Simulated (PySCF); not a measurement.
How methods differ on the excitation energy of S

S [Ne] 3s2 3p4 (3P) → S [Ne] 3s1 3p4 3d1 (high-spin determinant), as a difference of total energies. Calculation: PySCF 2.14, in dyall-acv3z (19s12p6d4f, 113 functions); the spin-free X2C one-electron Hamiltonian (Gaussian nucleus). Correlated levels: valence: [Ne] frozen; valence and next inner shell: 1s2 frozen; virtual orbitals above 40 to 60 times the deepest correlated orbital energy dropped. The calculations carry no spin-orbit coupling.

```json
{"method": "UHF", "excitation energy (cm⁻¹)": "148750"}
{"method": "LDA", "excitation energy (cm⁻¹)": "153000"}
{"method": "PBE", "excitation energy (cm⁻¹)": "151000"}
{"method": "PBE0", "excitation energy (cm⁻¹)": "152670"}
{"method": "r2SCAN", "excitation energy (cm⁻¹)": "149280"}
{"method": "BLYP", "excitation energy (cm⁻¹)": "153020"}
{"method": "BHandHLYP", "excitation energy (cm⁻¹)": "156930"}
{"method": "revPBE", "excitation energy (cm⁻¹)": "149950"}
{"method": "MP2 (valence)", "excitation energy (cm⁻¹)": "153030"}
{"method": "SCS-MP2 (valence)", "excitation energy (cm⁻¹)": "154590"}
{"method": "MP2 (valence and next inner shell)", "excitation energy (cm⁻¹)": "154020"}
{"method": "SCS-MP2 (valence and next inner shell)", "excitation energy (cm⁻¹)": "155320"}
```

The upper state lies above the first ionisation limit, where it may autoionise and the basis confines it.

The promoted electron is Rydberg-like, and one or two diffuse shells describe it only roughly, which tends to raise the upper state.

In the upper state the promoted electron has a positive orbital energy at LDA, PBE, PBE0, r2SCAN, BLYP, revPBE, so the basis confines it.

The determinant of the upper state mixes LS terms, which raises its energy above the lowest term, most at the Hartree-Fock and MP2 levels.
